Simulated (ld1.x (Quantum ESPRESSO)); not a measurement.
## Logarithmic derivatives: antimony (Sb), TM

ld1.x (Quantum ESPRESSO) 7.5 input, shortened:

```
&input
   title='Sb', zed=51., rel=1, dft='PZ', iswitch=3,
   config='[Kr] 4d10 5s2 5p1'
 /
 &inputp
   pseudotype=2, tm=.true., lloc=2,
   nlcc=.false.
 /
3
5S  1  0   2.00   0.00  1.45  1.45  0.0
5P  2  1   1.00   0.00  2.25  2.25  0.0
4D  3  2  10.00   0.00  1.65  1.65  0.0
 &test
   configts(1)='4d10 5s2 5p1'
 /
```

The phase is arctan(r·u′/u) with u = r·R(r), unwrapped; energies in Ry, scanned from -6 to 5 Ry. A pole is an energy at which the radial function vanishes at the test radius. The pseudo phase is shifted by a multiple of π to meet the all-electron one at the reference energy, and phase errors are pseudo minus all-electron; the curves can meet again beyond the range given. Levels narrower than the energy grid can be missing from the lists of poles.

Task: For each channel, where are the poles, and over which energies does the pseudopotential scatter like the atom?

Result:

| channel | radius (bohr) | reference energy (Ry) | poles, all-electron | poles, pseudo | unbroken range about the reference energy with phases within 0.05 rad | phase error 1 Ry above the reference energy (rad) |
| --- | --- | --- | --- | --- | --- | --- |
| s | 2.46 | -2.19 | -0.72 | -0.74 | below 1.7 | -0.001 |
| p | 2.46 | -1.50 | 0.68 | -5.11, 0.65 | -5.0 to 3.2 | -0.001 |
| d | 2.46 | -3.82 | -3.75, 3.18 | -3.75, 3.39 | below -0.4 | +0.001 |

Note: ghost states, extra bound levels that the all-electron valence spectrum of the same l lacks: s at -136.8 eV, p at -69.7 eV. A true bound ghost makes a file unfit for plane-wave use.

Phases in the s channel:

```csv
E (Ry),all-electron,pseudo
-6.00,1.343,1.343
-5.48,1.321,1.321
-4.96,1.290,1.290
-4.44,1.244,1.244
-3.92,1.168,1.167
-3.40,1.013,1.012
-2.88,0.557,0.556
-2.36,-0.676,-0.677
-1.84,-1.275,-1.276
-1.32,-1.466,-1.468
-0.80,-1.561,-1.563
-0.28,-1.622,-1.626
0.24,-1.672,-1.679
0.76,-1.720,-1.733
1.28,-1.774,-1.799
1.80,-1.845,-1.900
2.32,-1.956,-2.105
2.84,-2.167,-2.721
3.36,-2.685,-3.903
3.88,-3.631,-4.360
4.40,-4.167,-4.525
4.92,-4.382,-4.613
```
